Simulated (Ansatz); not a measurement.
`B[SeH]` + `CCNC` → `BN(C)CC` + H₂Se at 700 K and 1 bar (ligand exchange at a B–Se bond).

Gas-phase electronic energies from Ansatz, PBE0-D4/def2-TZVP geometries. CCSD(T)/CBS adds triple-zeta CCSD(T) − MP2 to the extrapolated MP2 energy (def2 sets, frozen cores). For Se outer-core shells are correlated without core-valence functions, which leaves a few kJ/mol of doubt a bond. Scalar relativity is left out up to krypton. One conformer a species, not always the lowest.

```
  species  CCSD(T)/CBS energy (Eh)  H − E (kJ/mol)  S (J/(mol·K))
 `B[SeH]`              -2427.30556           113.4          312.4
   `CCNC`               -174.26710           388.2          410.7
`BN(C)CC`               -199.69839           435.2          454.5
     H₂Se              -2401.89790            61.1          251.1
```

H − E and S are ideal-gas, rigid-rotor, harmonic terms from PBE0-D4/def2-TZVP, for one conformer and one mirror image of each species. 1 Eh = 2625.50 kJ/mol, R = 8.31446 J/(mol·K).

**Question.** By hand: ΔE, ΔH, ΔS and ΔG.

**Answer.** ΔE = (-199.69839) + (-2401.89790) − (-2427.30556) − (-174.26710) = -0.02363 Eh = -62.0 kJ/mol. Δ(H − E) = 435.2 + 61.1 − 113.4 − 388.2 = -5.3, so ΔH = -67.3 kJ/mol. ΔS = 454.5 + 251.1 − 312.4 − 410.7 = -17.5 J/(mol·K). ΔG = -67.3 − 700 × (-17.5)/1000 = -55.0 kJ/mol.

**Question.** By hand: the equilibrium constant, and the temperature at which ΔG would vanish if ΔH and ΔS stayed fixed.

**Answer.** log₁₀ K = −ΔG/(RT ln 10) = 4.1. ΔG = 0 at ΔH/ΔS = 3846 K, far beyond where these terms or the molecules hold.

ΔH outweighs TΔS. A doubt of 5 kJ/mol in ΔE shifts log₁₀ K by 0.4 here. Other conformers and mirror images would add mixing entropy, several J/(mol·K) or more a flexible species. These are equilibria of isolated gas molecules and say nothing of rates. Largest T1 diagnostic: 0.013 (customary marks: 0.02 for closed shells, 0.045 for open ones).
